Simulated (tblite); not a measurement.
Species: C5H14BP.
Numbering: `[CH3:1][CH2:2][P:3]([CH3:4])[B:5]([CH3:6])[CH3:7]` (hydrogens: H8, H9, H10 on C1; H11, H12 on C2; H13, H14, H15 on C4; H16, H17, H18 on C6; H19, H20, H21 on C7)

Computed with GFN2-xTB (tblite), gas phase: L-BFGS steps from a force-field or distance-geometry start until the largest atomic force falls under 0.01 eV/Å.

Step 26: E = -586.8676 eV
```
atom  x, y, z in Å  |  force x, y, z in eV/Å
C1      2.9161   -0.4311    0.1926   -0.029  -0.011   0.004
C2      1.4387   -0.6608    0.4821   -0.005   0.004  -0.023
P3      0.3210    0.1546   -0.7870    0.040   0.034   0.030
C4      0.5288    1.9367   -0.2932    0.003  -0.026  -0.007
B5     -1.3631   -0.3118   -0.0394   -0.009   0.030  -0.008
C6     -1.7723   -1.8340    0.0100    0.005   0.007   0.008
C7     -2.3974    0.7925    0.4023   -0.029   0.023  -0.013
H8      3.1573    0.6299    0.2079   -0.014  -0.024   0.004
H9      3.1727   -0.8263   -0.7883    0.007   0.017   0.023
H10     3.5280   -0.9311    0.9433    0.000   0.005  -0.030
H11     1.2210   -1.7302    0.4518    0.002  -0.004   0.001
H12     1.1823   -0.2928    1.4806    0.027   0.020  -0.027
H13     0.4258    2.0778    0.7822    0.005  -0.006  -0.017
H14     1.5087    2.2873   -0.6125   -0.009  -0.011   0.023
H15    -0.2227    2.5277   -0.8127    0.003  -0.016   0.028
H16    -1.0276   -2.5107   -0.4043    0.013  -0.008   0.011
H17    -1.9718   -2.1473    1.0344    0.001  -0.014   0.018
H18    -2.7016   -2.0004   -0.5355   -0.003   0.014   0.007
H19    -2.5929    1.4898   -0.4117   -0.009   0.001  -0.038
H20    -3.3545    0.3932    0.7295   -0.022  -0.016   0.001
H21    -2.0053    1.4038    1.2161    0.022  -0.020   0.007
```

Step 27: E = -586.8681 eV
```
atom  x, y, z in Å  |  force x, y, z in eV/Å
C1      2.9161   -0.4320    0.1915   -0.020  -0.007  -0.001
C2      1.4393   -0.6619    0.4821   -0.014   0.002  -0.022
P3      0.3207    0.1560   -0.7856    0.029   0.003   0.045
C4      0.5303    1.9363   -0.2918    0.003  -0.011   0.003
B5     -1.3637   -0.3089   -0.0354    0.010   0.017  -0.027
C6     -1.7703   -1.8321    0.0123    0.003  -0.002   0.013
C7     -2.4016    0.7942    0.4014   -0.022   0.007  -0.016
H8      3.1586    0.6284    0.2076   -0.017  -0.010   0.008
H9      3.1715   -0.8253   -0.7900    0.008   0.009   0.006
H10     3.5300   -0.9330    0.9392    0.000  -0.003  -0.016
H11     1.2219   -1.7316    0.4494    0.001   0.006   0.003
H12     1.1838   -0.2957    1.4817    0.027   0.017  -0.036
H13     0.4280    2.0779    0.7833    0.005  -0.008  -0.005
H14     1.5099    2.2862   -0.6115    0.001  -0.004   0.018
H15    -0.2214    2.5275   -0.8101   -0.003  -0.006   0.018
H16    -1.0257   -2.5091   -0.4017    0.020   0.004   0.007
H17    -1.9691   -2.1477    1.0362   -0.008  -0.009   0.021
H18    -2.6986   -1.9994   -0.5343   -0.010   0.016   0.011
H19    -2.5946    1.4876   -0.4169   -0.010   0.006  -0.024
H20    -3.3589    0.3918    0.7244   -0.022  -0.009   0.001
H21    -2.0152    1.4076    1.2164    0.020  -0.018  -0.006
```

**Question.** Estimate the geometry and energy of step 28. (The exact step hangs on the optimiser's Hessian estimate; all steps are aligned on step 27, rigid shifts and turns removed.)

**Answer.** E = -586.8684 eV, largest force 0.041 eV/Å
```
atom  x, y, z in Å  |  force x, y, z in eV/Å
C1      2.9157   -0.4326    0.1908   -0.004  -0.003  -0.007
C2      1.4395   -0.6625    0.4816   -0.012  -0.003  -0.013
P3      0.3210    0.1570   -0.7842    0.006  -0.020   0.035
C4      0.5313    1.9358   -0.2909    0.005   0.005   0.012
B5     -1.3640   -0.3069   -0.0335    0.015   0.001  -0.031
C6     -1.7690   -1.8310    0.0140    0.003  -0.006   0.015
C7     -2.4046    0.7955    0.4004   -0.011  -0.008  -0.019
H8      3.1589    0.6272    0.2076   -0.018   0.004   0.009
H9      3.1710   -0.8244   -0.7907    0.008   0.002  -0.012
H10     3.5312   -0.9341    0.9365   -0.001  -0.010  -0.002
H11     1.2223   -1.7323    0.4480   -0.003   0.008   0.005
H12     1.1854   -0.2970    1.4817    0.022   0.015  -0.030
H13     0.4294    2.0780    0.7838    0.004  -0.008   0.009
H14     1.5107    2.2855   -0.6104    0.010   0.003   0.012
H15    -0.2207    2.5271   -0.8082   -0.008   0.000   0.010
H16    -1.0242   -2.5083   -0.3999    0.020   0.015   0.005
H17    -1.9674   -2.1481    1.0376   -0.012  -0.002   0.017
H18    -2.6970   -1.9984   -0.5334   -0.009   0.016   0.015
H19    -2.5960    1.4864   -0.4205   -0.012   0.009  -0.009
H20    -3.3619    0.3908    0.7214   -0.015  -0.001  -0.002
H21    -2.0205    1.4093    1.2165    0.012  -0.016  -0.018
```

The energy changes by -0.0003 eV. The first-order estimate −F·Δx gives -0.0004 eV and the mean of the old and new forces, exact on a quadratic surface, -0.0003 eV. The step makes an angle of 72° with the force vector and moves no atom by more than 0.006 Å.
